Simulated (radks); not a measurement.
Excited configurations of Hg2+: one electron is placed in a higher orbital outside [Xe] 4f14 5d9. The ground configuration is [Xe] 4f14 5d10. All-electron calculation, scalar-relativistic Kohn-Sham, PBEsol, spin-polarised, spherical densities, point nucleus; open shells are filled with parallel spins first (spin-orbit coupling, left out, can overturn this in heavy ions). Program: a radial shooting solver on a logarithmic mesh with Libxc functionals. Excitation = E - E(ground); binding = E(ion) - E, where the ion is the core of charge +3; n* = 3/sqrt(2 binding) in atomic units, and the quantum defect is n - n*.

outer orbital,excitation (eV),binding (eV),quantum defect,eigenvalue (eV),<r> (bohr)
5f,27.084,8.295,1.158,-6.543,5.233
6s,5.525,29.855,3.975,-25.412,2.305
6p,14.761,20.618,3.563,-17.176,2.891
6d,23.625,11.754,2.772,-9.736,4.437
6f,29.728,5.651,1.345,-4.641,8.991
7p,25.082,10.297,3.552,-8.830,5.909
7d,28.355,7.024,2.825,-5.948,8.119
7f,31.385,3.994,1.463,-3.386,13.80

The Delta-SCF ionisation energy is 35.379 eV (NIST Atomic Spectra Database: 34.49 eV, measured). Self-interaction in the functional shifts the binding energies and quantum defects, so they are the method's values and not measured ones. Open shells are spherical and high-spin; term and fine-structure splittings are not resolved. Spin-orbit splitting is averaged out at the scalar-relativistic level.
